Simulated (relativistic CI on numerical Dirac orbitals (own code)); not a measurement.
Crystal-field levels of Ru5+, 4d3

Calculated by Dirac-Coulomb-Breit CI, orbitals from a KLI potential per configuration, model QED, valence Slater integrals scaled by 0.7, one configuration in a parametric crystal field (own radial code).

Field parameters in Wybourne normalisation: D3d B²₀ = −7Dσ, B⁴₀ = −14Dq − 21Dτ, B⁴₃ = −14√(10/7) Dq. The field is a parameter set, without covalency.

S is read from ⟨S²⟩ = S(S + 1).

Levels (cm⁻¹, degeneracy): 0 (2), 20 (2), 13931 (2), 14008 (2), 14301 (2), 14405 (2), 14807 (2), 22589 (2), 23172 (2), 23212 (2), 37679 (2), 37994 (2).

(1) Which field gives this pattern?
A. D3d, 10Dq = 37150, Dσ = 1200, Dτ = 230 cm⁻¹
B. D3d, 10Dq = 37150, Dσ = -550, Dτ = 230 cm⁻¹
C. D3d, 10Dq = 37150, Dσ = 760, Dτ = 230 cm⁻¹
D. D3d, 10Dq = 37150, Dσ = 110, Dτ = 230 cm⁻¹

## Answers

(1) B. D3d, 10Dq = 37150, Dσ = -550, Dτ = 230 cm⁻¹, ground level with S = 1.50.
